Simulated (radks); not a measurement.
Neutral carbon, configuration [He] 2s2 2p2.

Method: scalar-relativistic Kohn-Sham, PBE, spin-unpolarised, spherical densities, finite nucleus; Fermi nuclear charge, rms radius 2.4702 fm; computed with a radial shooting solver on a logarithmic mesh with Libxc functionals.

Energy parts (hartree):
total: -37.76481
kinetic: 37.66416
electron-nucleus: -88.04699
Hartree: 17.69586
exchange-correlation: -5.07785

Orbitals (lengths in bohr, moments of r in powers of bohr; <r^-3> diverges for s and p1/2; r(90%) holds 90 % of the orbital's charge):
orbital,occ.,eigenvalue (hartree),<r^4>,r(90%),<r>,<r^-3>
1s,2,-10.04654,0.02612,0.486,0.2706,-
2s,2,-0.50533,17.68,2.52,1.571,-
2p,2,-0.19424,46.68,3.13,1.800,1.713

The highest occupied level is 2p at -5.285 eV. Summed over all electrons, <r^2> = 14.70 bohr^2, which gives a Langevin (diamagnetic) susceptibility term of -11.6 x 10^-6 cm^3/mol. The electron density at the nucleus is 130.5 e/bohr^3 (large components only). For comparison, the ionisation energy in NIST's Atomic Spectra Database is 11.260 eV (measured). In exact Kohn-Sham theory the highest level is minus the ionisation energy, but local and semilocal functionals leave it too shallow, through self-interaction and a potential that decays too fast; potentials with the right tail come closer.

Beside tabulated values, note that spin-unpolarised runs miss the spin-polarisation part of the exchange energy of open shells.
